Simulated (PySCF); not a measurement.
Cl3Hf, doublet, at a GFN2-xTB geometry (such geometries of metal compounds can be far from the true shape) (the multiplicity is a formal guess) (core potentials on Hf). Base run: PySCF with CAMB3LYP/def2-SVP.

Input for PySCF:
```python
from pyscf import gto, scf, dft

mol = gto.Mole()
mol.atom = '''
    Hf    0.010519    0.029146    0.019842
    Cl    2.090261   -0.419428   -0.588395
    Cl   -0.859655   -0.973893    1.789929
    Cl   -1.275159    1.269880   -1.285572
'''
mol.basis = 'def2-svp'
mol.ecp = {'Hf': 'def2-svp'}
mol.charge = 0
mol.spin = 1
mol.verbose = 4
mol.build()

mf = dft.UKS(mol)
mf.xc = 'camb3lyp'
mf.kernel()
```

Each row names what was changed in the base input (with any setting that the change needs).

| change | ΔE vs base (mEh) | grid points | electrons on the grid | outcome |
|---|---|---|---|---|
| base | 0.000 | 80432 | 63.00000 | converged |
| grids.prune = dft.gen_grid.treutler_prune | 0.000 | 78288 | 63.00000 | converged |
| grids.level = 1 | -0.139 | 27792 | 62.99988 | converged |
| grids.prune = dft.gen_grid.sg1_prune | - | - | - | input refused |
| grids.level = 4 | 0.008 | 120528 | 63.00000 | converged |
| small_rho_cutoff = 0 | 0.000 | 80432 | 63.00000 | converged |
| grids.atom_grid = (50, 194) | -0.114 | 25240 | 62.99985 | converged |
| grids.radi_method = mura_knowles | -0.001 | 72488 | 63.00000 | converged |
| grids.radi_method = delley | 0.000 | 79800 | 63.00000 | converged |
| grids.atom_grid = (75, 302) | -0.003 | 54424 | 62.99999 | converged |
| grids.level = 0 | 135.8 | 8096 | 62.98243 | converged |

Open shells are given as the SCF converged; they aren't shown to be the lowest states, and a large step between rows can be another state.

- grids.prune = dft.gen_grid.sg1_prune: ended with `IndexError: index 72 is out of bounds for axis 0 with size 19`
